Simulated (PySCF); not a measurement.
Mapped SMILES: `[OH:1][Si@@H:2]1[CH:3]=[CH:4][CH2:5]1`. Each H is labelled by its parent atom. Ha(C5) is cis to O1 on the ring; Hb(C5) is trans to O1 on the ring.

- GFN2-xTB geometry
- σ from GIAO-PBE0/pcSseg-1
- program: PySCF
- in vacuum, a single conformation, relativity neglected

References, each an isolated molecule treated in the same way: ¹³C (186.93 ppm), ¹H (31.72 ppm), ²⁹Si (349.16 ppm) vs TMS; ¹⁷O (336.08 ppm) vs H2O.

| atoms | nucleus | count | δ (ppm) |
| --- | --- | --- | --- |
| O1 | ¹⁷O | 1 | 46.1 |
| C4 | ¹³C | 1 | 164.5 |
| Si2 | ²⁹Si | 1 | -11.1 |
| Hb(C5) | ¹H | 1 | ? |
| H(Si2) | ¹H | 1 | 5.32 |
| C3 | ¹³C | 1 | ? |
| H(C4) | ¹H | 1 | ? |
| H(C3) | ¹H | 1 | 6.01 |
| H(O1) | ¹H | 1 | 1.81 |
| C5 | ¹³C | 1 | 33.4 |
| Ha(C5) | ¹H | 1 | 2.00 |

Q: Fill in the missing shifts.

A: 
- C3: 149.5 ppm, alkene CH; an sp2 carbon of a C=C bond
- H(C4): 7.61 ppm, hydrogen on an alkene CH; a vinylic proton, deshielded by the sp2 carbon and the C=C anisotropy
- Hb(C5): 2.05 ppm, hydrogen on an allylic sp3 CH2 bonded to Si; allylic position

OH/NH shifts are gas-phase values; hydrogen bonding in solution moves them, usually downfield. Shifts are as computed. Against solution values, carbons near 30 ppm lie about +3 ppm off and those near 130 ppm about +5 ppm. Of 1309 compounds with measured shifts, 239 miss one by over three times the rms of a fit or turn the order of signals round; such compounds aren't used in these exercises. Experimental scales use liquid or dissolved standards, which lie at an offset from isolated H2O (liquid H2O: subtract about 36 ppm).
